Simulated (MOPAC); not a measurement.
MOPAC input (PM3):

```
PM3 FORCE THERMO(298,298) PRECISE LET GEO-OK AUX(PRECISION=9) THREADS=1
C2H3N

C    -1.11683393 1    0.00692466 1   -0.02674500 1
N     0.31598871 1   -0.00195747 1    0.00756950 1
C     1.49667609 1   -0.00928450 1    0.03583536 1
H    -1.47301369 1   -0.69407565 1   -0.79194609 1
H    -1.51228771 1   -0.29423293 1    0.95139397 1
H    -1.47500367 1    1.01597731 1   -0.26624446 1
```

From the last part of the output:

```
     H    6   4.745182   0.427454   0.027898   0.515204   0.514805   5.329657

          HEAT OF FORMATION =      54.655387 KCALS/MOLE

          ZERO POINT ENERGY      27.343 KCAL/MOL

           NORMAL COORDINATE ANALYSIS (Total motion = 1 Angstrom)

   Root No.       1         2         3         4         5         6         7         8

                 1 E       1 E       2 E       2 E       1 A1      2 A1      3 E       3 E

                 283.0     283.0     979.7     979.7    1020.5    1341.2    1357.6    1357.6

           1    0.0000    0.0000   -0.0000    0.0000    0.1179    0.1079    0.0000    0.0000
           2   -0.0379   -0.0422    0.0257   -0.0647    0.0000    0.0000   -0.0007   -0.0469
           3   -0.0420    0.0380    0.0643    0.0259   -0.0000    0.0000   -0.0460    0.0007
           4   -0.0000   -0.0000    0.0000   -0.0000   -0.0656   -0.0104    0.0000    0.0000
           5    0.1348    0.1500   -0.0161    0.0404   -0.0000   -0.0000   -0.0000   -0.0005
           6    0.1495   -0.1352   -0.0402   -0.0162    0.0000   -0.0000   -0.0005    0.0000
           7    0.0000    0.0000   -0.0000    0.0000   -0.1008   -0.0297   -0.0000    0.0000
           8   -0.0965   -0.1074    0.0012   -0.0030   -0.0000    0.0000   -0.0000   -0.0001
           9   -0.1071    0.0968    0.0030    0.0012    0.0000   -0.0000   -0.0001    0.0000
          10   -0.1282   -0.1728   -0.1211    0.4133    0.2361   -0.2624    0.0110   -0.1429
          11   -0.0903   -0.1004   -0.0316    0.0770    0.0335   -0.1083    0.0463   -0.0659
          12   -0.1003    0.0907   -0.0863   -0.0337   -0.0032    0.0102    0.4351    0.0414
          13    0.2133   -0.0250    0.4161   -0.1011    0.2361   -0.2624    0.1158    0.0812
          14   -0.0903   -0.1006   -0.0288    0.0852   -0.0195    0.0630   -0.2353    0.2780
          15   -0.1001    0.0907   -0.0781   -0.0366   -0.0275    0.0887    0.0979   -0.2458
          16   -0.0851    0.1977   -0.2950   -0.3122    0.2361   -0.2624   -0.1268    0.0617
          17   -0.0905   -0.1005   -0.0373    0.0835   -0.0140    0.0453    0.1975    0.3548
          18   -0.1002    0.0905   -0.0797   -0.0280    0.0306   -0.0989    0.0227    0.1957

   Root No.       9        10        11        12

                 3 A1      4 E       4 E       4 A1

                2282.9    3059.0    3059.0    3123.3

           1   -0.0740    0.0000   -0.0000    0.0233
           2    0.0000   -0.0550    0.0155    0.0000
           3    0.0000   -0.0164   -0.0519    0.0000
           4    0.4281   -0.0000    0.0000   -0.0003
           5    0.0000    0.0003   -0.0001   -0.0000
           6   -0.0000    0.0001    0.0003   -0.0000
           7   -0.4207    0.0000   -0.0000   -0.0000
           8   -0.0000   -0.0001    0.0000   -0.0000
           9    0.0000   -0.0000   -0.0001   -0.0000
          10   -0.0182   -0.1495    0.0569   -0.0913
          11    0.0182    0.4414   -0.1704    0.3110
          12   -0.0017   -0.0509   -0.0058   -0.0293
          13   -0.0182    0.1271    0.0936   -0.0913
          14   -0.0106    0.2061    0.1760   -0.1809
          15   -0.0149    0.3167    0.2160   -0.2547
          16   -0.0182    0.0224   -0.1505   -0.0913
          17   -0.0076    0.0054   -0.1893   -0.1302
          18    0.0166   -0.0709    0.4051    0.2840

           MASS-WEIGHTED COORDINATE ANALYSIS (NORMAL COORDINATES)

   Root No.       1         2         3         4         5         6         7         8

                 1 E       1 E       2 E       2 E       1 A1      2 A1      3 E       3 E

                 283.0     283.0     979.7     979.7    1020.5    1341.2    1357.6    1357.6

           1    0.0000    0.0000   -0.0000    0.0000    0.5660    0.5943    0.0000    0.0000
           2   -0.1219   -0.1561    0.1432   -0.3598    0.0000    0.0000   -0.0050   -0.2681
           3   -0.1561    0.1219    0.3598    0.1432   -0.0000    0.0000   -0.2681    0.0050
           4   -0.0000   -0.0000    0.0000   -0.0000   -0.3402   -0.0620    0.0000    0.0000
           5    0.4681    0.5997   -0.0966    0.2427   -0.0000   -0.0000   -0.0001   -0.0030
           6    0.5997   -0.4681   -0.2427   -0.0966    0.0000   -0.0000   -0.0030    0.0001
           7    0.0000    0.0000   -0.0000    0.0000   -0.4839   -0.1635   -0.0000    0.0000
           8   -0.3105   -0.3978    0.0067   -0.0169   -0.0000    0.0000   -0.0000   -0.0005
           9   -0.3978    0.3105    0.0169    0.0067    0.0000   -0.0000   -0.0005    0.0000
          10   -0.1173   -0.1834   -0.1948    0.6653    0.3282   -0.4187    0.0179   -0.2366
          11   -0.0841   -0.1077   -0.0509    0.1239    0.0466   -0.1728    0.0779   -0.1094
          12   -0.1080    0.0842   -0.1398   -0.0540   -0.0044    0.0163    0.7349    0.0663
          13    0.2175   -0.0099    0.6736   -0.1639    0.3282   -0.4187    0.1959    0.1337
          14   -0.0841   -0.1080   -0.0464    0.1372   -0.0271    0.1005   -0.3958    0.4614
          15   -0.1077    0.0843   -0.1266   -0.0586   -0.0382    0.1415    0.1641   -0.4074
          16   -0.1002    0.1933   -0.4787   -0.5014    0.3282   -0.4187   -0.2138    0.1028
          17   -0.0843   -0.1078   -0.0601    0.1345   -0.0195    0.0723    0.3353    0.5862
          18   -0.1078    0.0840   -0.1292   -0.0448    0.0426   -0.1578    0.0393    0.3237

   Root No.       9        10        11        12

                 3 A1      4 E       4 E       4 A1

                2282.9    3059.0    3059.0    3123.3

           1   -0.1175    0.0000   -0.0000    0.1415
           2    0.0000   -0.2926    0.0846    0.0000
           3    0.0000   -0.0846   -0.2926    0.0000
           4    0.7343   -0.0000    0.0000   -0.0018
           5    0.0000    0.0018   -0.0005   -0.0000
           6   -0.0000    0.0005    0.0018   -0.0000
           7   -0.6682    0.0000   -0.0000   -0.0002
           8   -0.0000   -0.0007    0.0002   -0.0000
           9    0.0000   -0.0002   -0.0007   -0.0000
          10   -0.0084   -0.2306    0.0908   -0.1603
          11    0.0084    0.6806   -0.2719    0.5462
          12   -0.0008   -0.0781   -0.0101   -0.0514
          13   -0.0084    0.1939    0.1543   -0.1603
          14   -0.0049    0.3142    0.2897   -0.3176
          15   -0.0069    0.4835    0.3564   -0.4473
          16   -0.0084    0.0366   -0.2451   -0.1603
          17   -0.0035    0.0110   -0.3085   -0.2286
          18    0.0076   -0.1146    0.6595    0.4987

          DESCRIPTION OF VIBRATIONS

 VIBRATION          2    1E          ATOM PAIR     ENERGY CONTRIBUTION    RADIAL
 FREQUENCY           282.97         C 1 -- N 2         +32.9% (134.1%)      0.0%
 TRANSITION DIPOLE   0.0964         N 2 -- C 3         +22.2% (110.1%)      0.0%
 TRAVEL (Ang.)       0.2082         C 1 -- H 6         +17.3% ( 97.3%)     33.0%
 REDUCED MASS        5.4969         C 1 -- H 4         +16.7% ( 95.5%)     32.7%
 EFFECTIVE MASS     20.9262         C 1 -- H 5         +10.9% ( 77.4%)      0.9%
 FORCE CONSTANT      0.2593

 VIBRATION          4    2E          ATOM PAIR     ENERGY CONTRIBUTION    RADIAL
 FREQUENCY           979.74         C 1 -- H 4         +40.9% ( 82.0%)      8.5%
 TRANSITION DIPOLE   0.1687         C 1 -- H 6         +29.5% ( 69.7%)      6.5%
 TRAVEL (Ang.)       0.3315         C 1 -- H 5         +16.3% ( 51.7%)      1.2%
 REDUCED MASS        0.6262         C 1 -- N 2         +12.8% ( 46.0%)      0.0%
 EFFECTIVE MASS      3.4369
 FORCE CONSTANT      0.3541

 VIBRATION          5    1A1         ATOM PAIR     ENERGY CONTRIBUTION    RADIAL
 FREQUENCY          1020.46         C 1 -- N 2         +42.6% ( 98.6%)    100.0%
 TRANSITION DIPOLE   0.0503         C 1 -- H 5         +16.7% ( 61.7%)     26.3%
 TRAVEL (Ang.)       0.1768         C 1 -- H 6         +16.7% ( 61.7%)     26.3%
 REDUCED MASS        2.1151         C 1 -- H 4         +16.7% ( 61.7%)     26.3%
 EFFECTIVE MASS      9.6162
 FORCE CONSTANT      1.2977

 VIBRATION          6    2A1         ATOM PAIR     ENERGY CONTRIBUTION    RADIAL
 FREQUENCY          1341.20         C 1 -- H 4         +27.1% ( 65.9%)      3.0%
 TRANSITION DIPOLE   0.0698         C 1 -- H 6         +27.1% ( 65.9%)      3.0%
 TRAVEL (Ang.)       0.1753         C 1 -- H 5         +27.1% ( 65.9%)      3.0%
 REDUCED MASS        1.6352         C 1 -- N 2         +17.4% ( 52.8%)    100.0%
 EFFECTIVE MASS      4.7139
 FORCE CONSTANT      1.7330

 VIBRATION          8    3E          ATOM PAIR     ENERGY CONTRIBUTION    RADIAL
 FREQUENCY          1357.63         C 1 -- H 6         +46.1% ( 59.7%)      1.1%
 TRANSITION DIPOLE   0.0500         C 1 -- H 5         +40.0% ( 55.6%)      2.2%
 TRAVEL (Ang.)       0.3366         C 1 -- H 4          +8.1% ( 25.0%)     58.6%
 REDUCED MASS        0.4384         C 1 -- N 2          +5.8% ( 21.1%)      0.0%
 EFFECTIVE MASS      1.6342
```
